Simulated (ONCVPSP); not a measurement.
**Before and after: ONCV potential for indium**

- Element: In (Z = 49)
- Generator: ONCVPSP 4.0.1
- Type: optimised norm-conserving Vanderbilt (ONCV)
- Functional: PBE
- Relativity: scalar-relativistic
- Frozen core: [Ar] 3d10
- Valence charge: 21
- Reference configuration: 4s2 4p6 4d10 5s2 5p1
- Partial waves: 4s+5s: rc 1.20 bohr, ncon 3, nbas 6, qcut 9.1 1/bohr, 2 projectors; 4p+5p: rc 1.75 bohr, ncon 5, nbas 9, qcut 9.5 1/bohr, 2 projectors; 4d: rc 1.45 bohr, ncon 5, nbas 10, qcut 12.4 1/bohr, 2 projectors, debl 0.5 Ha
- Local potential: polynomial inside 0.80 bohr (lpopt 5, dvloc0 0 Ha)
- Core correction: none

In the d channel the program set the typed energies aside and used -0.684, 0.250 Ha.

Change: s: qcut 8.1.

Cutoffs: the cutoffs (Ha) at which the residual kinetic energy of the hardest occupied pseudo-wave falls to 1 and 0.1 mHa per electron; they do not see the model core or the augmentation charge, which bear on the density cutoff. Errors are all-electron minus pseudo energies relative to the spin-unpolarised reference configuration.

**Question.** Predict the effect on cutoff, ghosts and configuration errors.

**Answer.** The potential gets harder (41 Ha and 49 Ha → 41 Ha and 64 Ha); of the 3 tests that both files solve, the error grows in 1 and shrinks in 0 by more than 15 % and 0.3 meV (median size 4.5 → 4.7 meV); neither file shows a bound ghost.

```csv
quantity,base,changed
"cutoff, loose",41 Ha,41 Ha
"cutoff, tight",49 Ha,64 Ha
loose cutoff by channel,"s 34 Ha, p 23 Ha, d 41 Ha","s 30 Ha, p 23 Ha, d 41 Ha"
bound ghosts,none,none
GHOST(+) flags under 300 eV,s at 115.7 eV,s at 106.3 eV
tests with a reliable result,3 of 4,3 of 4
"error for 4s2 4p6 4d10 5s2 5p0, meV [ΔE 5.36 eV]",-1.2,-1.1
"error for 4s2 4p6 4d10 5s1 5p0, meV [ΔE 24.60 eV]",-4.5,-4.7
"error for 4s1 4p6 4d10 5s2 5p1, meV [ΔE 127.55 eV]",-114,-145
s: phases at 1.22 bohr within 0.05 rad from the reference energy up to (Ha; the scan ends near 5),3.4,3.0
p: phases at 1.77 bohr within 0.05 rad from the reference energy up to (Ha; the scan ends near 5),to the end of the scan,to the end of the scan
d: phases at 1.47 bohr within 0.05 rad from the reference energy up to (Ha; the scan ends near 5),to the end of the scan,to the end of the scan
```
